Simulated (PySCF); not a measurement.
## Assignment exercise: C3H9NOSi3

Atom-mapped SMILES (the numbers label the heavy atoms): `[CH3:1][C:2](=[O:3])[Si:4]([SiH3:5])([SiH3:6])[C:7]#[N:8]`. Hydrogens are named by the atom that carries them.

[PySCF 2.14.0 with density-fitted response routines: GFN2-xTB structure; shielding tensors at PBE0/pcSseg-1 (GIAO); single conformer; no relativistic terms; no solvent; one averaged value for each set of equivalent atoms]

References, each an isolated molecule treated in the same way: 13C (σref 186.93), 1H (σref 31.72) against TMS.

**Question.** Assign these signals to the numbered atoms. 13C{1H} NMR (computed): δ 246.8 (C), 126.2 (C), 44.4 (CH3).

**Answer.** 
246.8 → C2, carbonyl carbon
126.2 → C7, nitrile carbon: typical of a nitrile
44.4 → C1, methyl carbon α to a carbonyl: the adjacent C=O deshields it moderately

**Question.** Assign these signals to the numbered atoms. 1H NMR (600 MHz, computed): δ 3.74 (s, 6H), 2.93 (s, 3H).

**Answer.** 
```tsv
δ (ppm)	atoms	environment	reason
3.74	H(Si5)/H(Si6)	hydrogen on a silicon bonded to Si	–
2.93	H(C1)	hydrogen on a methyl carbon α to a carbonyl	α to C=O
```

Shifts are as computed. Against solution values, carbons near 30 ppm lie about +3 ppm off and those near 130 ppm about +5 ppm. Of 1309 compounds with measured shifts, 239 miss one by over three times the rms of a fit or turn the order of signals round; such compounds aren't used in these exercises. No couplings were computed; multiplicities are counted from neighbouring protons, with m where these are inequivalent, close in shift, in a saturated or five-membered ring or joined by F or P, and br s for small geminal =CH2 splittings.
